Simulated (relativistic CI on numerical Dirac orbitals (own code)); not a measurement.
**One change at a time: V¹⁵⁺**

Base calculation: Dirac-Coulomb-Breit CI, KLI orbitals optimised for each configuration, model QED (radiative potential, 1s self-energy scaled to tabulated hydrogen-like ionisation energies), unscaled Slater integrals.

CI space (outside the closed core 1s2): 2s²2p⁴, 2s2p⁵, 2p⁶, 2p⁵3s, 2p⁵3p, 2s²2p³3s, 2p⁵3d, 2s²2p³3p, 2s²2p³3d, 2s2p⁴3s, 2s2p⁴3p, 2s2p⁴3d, 2s²2p³4s, 2s²2p³4p, 2s²2p³4d, 2s²2p³4f. Levels of other configurations are missing.

Variants: (1) Breit term removed; (2) QED terms removed. Shifts of the energy above 2s²2p⁴ ³P2, in eV, for the lowest level and the first level of each name with at least 55 % of one term (blank where a level changes its place among those of its configuration and J or its character, or is not in the variant):

| Level | Base | Δ(1) | Δ(2) |
| --- | --- | --- | --- |
| 2s²2p⁴ ³P2 | 0.000 | 0.000 | 0.000 |
| 2s²2p⁴ ³P1 | 6.040 | +0.089 | -0.016 |
| 2s²2p⁴ ³P0 | 6.180 | +0.010 | -0.010 |
| 2s²2p⁴ ¹D2 | 15.298 | +0.200 | -0.014 |
| 2s²2p⁴ ¹S0 | 29.463 | +0.093 | -0.011 |
| 2s2p⁵ ³P°2 | 95.215 | -0.069 | +0.262 |
| 2s2p⁵ ³P°1 | 99.826 | +0.055 | +0.252 |
| 2s2p⁵ ³P°0 | 102.783 | +0.093 | +0.243 |
| 2s2p⁵ ¹P°1 | 131.618 | +0.004 | +0.257 |
| 2p⁶ ¹S0 | 223.149 | -0.172 | +0.509 |
| 2s²2p³3s ⁵S°2 | 599.679 | +0.417 | -0.084 |
| 2s²2p³3s ³S°1 | 605.723 | +0.396 | -0.082 |
| 2s²2p³3s ³D°1 | 616.967 | +0.292 | -0.081 |
| 2s²2p³3s ³D°2 | 617.026 | +0.306 | -0.080 |

At this charge energies of transitions that change n are usually good to better than 1 %, and those within a shell (Δn = 0) to a few per cent.

Ionisation energy from the two ground configurations alone: base 1060.41 eV; Breit term removed 1060.92 eV. The NIST ASD value (semi-empirical) is 1062.9 eV.

LS names give the leading component of a level, which can be under half, so a name can repeat, a term be missing and a line seem to break the LS rules.
